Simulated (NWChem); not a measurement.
All runs are NWChem calculations. System: H₅AlO₂, charge 1, spin multiplicity 2, at the geometry of a parent with another charge or spin, in a state set for the comparison that need not be this species' ground state. Its SCF solution wasn't tested for a lower state. Level: UPBE/def2-SVPD.

Job file:

```
start mol
memory heap 200 mb stack 900 mb global 1100 mb
charge 1
geometry units angstroms nocenter noautoz noautosym
  Al     0.664216    -0.372127    -0.186086
  H      1.281301    -1.165301     1.049465
  H      1.568201     0.111170    -1.399247
  O     -1.044692    -0.660030    -0.520917
  H     -1.423215    -0.985941    -1.341664
  O     -0.083688     1.246194     0.757500
  H     -0.991263     0.958561     0.491944
  H     -0.042791     1.229851     1.725945
end
basis spherical
  * library def2-svpd
end
dft
  xc xpbe96 cpbe96
  odft
  mult 2
  semidirect memsize 60000000 filesize 0
  iterations 100
end
task dft energy
```

NWChem printed:

```
             Northwest Computational Chemistry Package (NWChem) 7.3.0
             --------------------------------------------------------

                                NWChem Input Module
                                -------------------

 Scaling coordinates for geometry "geometry" by  1.889725989
 (inverse scale =  0.529177249)

                             Geometry "geometry" -> ""
                             -------------------------

 Output coordinates in angstroms (scale by  1.889725989 to convert to a.u.)

  No.       Tag          Charge          X              Y              Z
 ---- ---------------- ---------- -------------- -------------- --------------
    1 Al                  13.0000     0.66421600    -0.37212700    -0.18608600
    2 H                    1.0000     1.28130100    -1.16530100     1.04946500
    3 H                    1.0000     1.56820100     0.11117000    -1.39924700
    4 O                    8.0000    -1.04469200    -0.66003000    -0.52091700
    5 H                    1.0000    -1.42321500    -0.98594100    -1.34166400
    6 O                    8.0000    -0.08368800     1.24619400     0.75750000
    7 H                    1.0000    -0.99126300     0.95856100     0.49194400
    8 H                    1.0000    -0.04279100     1.22985100     1.72594500

 Effective nuclear repulsion energy (a.u.)     114.9047523990

            Nuclear Dipole moment (a.u.)
            ----------------------------
        X                 Y               Z
 ---------------- ---------------- ----------------
     0.0000018897     0.0000018897    -0.0000207870


 Summary of "ao basis" -> "" (spherical)
 ------------------------------------------------------------------------------
       Tag                 Description            Shells   Functions and Types
 ---------------- ------------------------------  ------  ---------------------
 *                         def2-svpd                  on all atoms

  pbe96 is a nonlocal functional; adding pw91lda local functional.

                                 NWChem DFT Module
                                 -----------------
[...]
   alpha     11     12     13     14     15     16     17     18     19     20
    beta     11     12     13     14     15     16     17     18     19     20
 overlap   0.998  0.994  0.863  0.864  0.882  0.844  0.950  0.998  0.997  0.984

   alpha     21     22     23     24     25     26     27     28     29     30
    beta     21     22     23     24     25     26     27     28     29     31
 overlap   0.955  0.965  0.990  0.988  0.990  0.983  0.986  0.989  0.994  0.867

   alpha     31     32     33     34     35     36     37     38     39     40
    beta     30     32     33     34     35     36     37     38     39     40
 overlap   0.881  0.992  0.989  0.998  0.991  0.970  0.971  0.980  0.983  0.998

   alpha     41     42     43     44     45     46     47     48     49     50
    beta     41     42     43     44     45     46     47     48     49     50
 overlap   0.998  0.991  0.983  0.990  0.710  0.710  0.988  0.994  0.915  0.918

   alpha     51     52     53     54     55     56     57     58     59     60
    beta     51     52     53     54     55     56     57     58     59     60
 overlap   0.997  0.969  0.968  0.994  0.993  0.994  0.994  0.994  0.993  0.995

   alpha     61     62     63     64     65     66     67     68     69     70
    beta     61     62     63     64     65     66     67     68     69     70
 overlap   0.987  0.949  0.959  0.994  0.991  0.996  0.993  0.994  0.996  0.996

   alpha     71     72     73     74     75     76     77     78     79     80
    beta     71     72     73     74     75     76     77     78     79     80
 overlap   0.999  0.995  0.976  0.942  0.946  0.985  0.985  0.985  0.912  0.923

   alpha     81     82     83     84     85     86     87     88     89     90
    beta     81     82     84     83     85     86     87     88     90     89
 overlap   0.999  0.997  0.799  0.786  0.914  0.924  0.751  0.779  0.947  0.964

   alpha     91     92     93     94     95     96     97     98     99    100
    beta     91     92     93     94     95     96     97     98     99    100
 overlap   0.901  0.909  0.982  0.924  0.938  0.961  0.965  0.999  0.998  1.000

   alpha    101    102    103    104    105    106    107    108    109    110
    beta    101    102    103    104    105    106    107    108    109    110
 overlap   1.000  1.000  0.999  0.992  0.993  0.999  0.999  1.000  1.000  1.000

     --------------------------
     Expectation value of S2:
     --------------------------
      <S2> =      0.7559 (Exact =     0.7500)

 center of mass
 --------------
 x =   0.00792776 y =  -0.01521625 z =  -0.02084855

 moments of inertia (a.u.)
 ------------------
         224.761567866093          -6.314752653255         -17.357814259334
          -6.314752653255         211.500182674725         -89.346433197018
         -17.357814259334         -89.346433197018         274.933563237333

     Multipole analysis of the density
     ---------------------------------

     L   x y z        total         alpha         beta         nuclear
     -   - - -        -----         -----         ----         -------
     0   0 0 0      1.000000    -17.000000    -16.000000     34.000000

     1   1 0 0      0.332751     -0.442951      0.775701      0.000002
     1   0 1 0     -0.215651      0.381242     -0.596895      0.000002
     1   0 0 1      0.148155      0.282377     -0.134201     -0.000021

     2   2 0 0    -13.061637    -48.415368    -41.900599     77.254331
     2   1 1 0     -1.010944     -1.118883     -1.857134      1.965072
     2   1 0 1      0.895708     -4.255714     -4.626052      9.777474
     2   0 2 0    -14.735428    -49.008476    -46.015443     80.288492
     2   0 1 1      3.831400    -21.951004    -23.288446     49.070851
     2   0 0 2    -10.301302    -34.737540    -30.171323     54.607560

 Task  times  cpu:       23.5s     wall:       23.5s

 Total times  cpu:       23.6s     wall:       23.6s
```
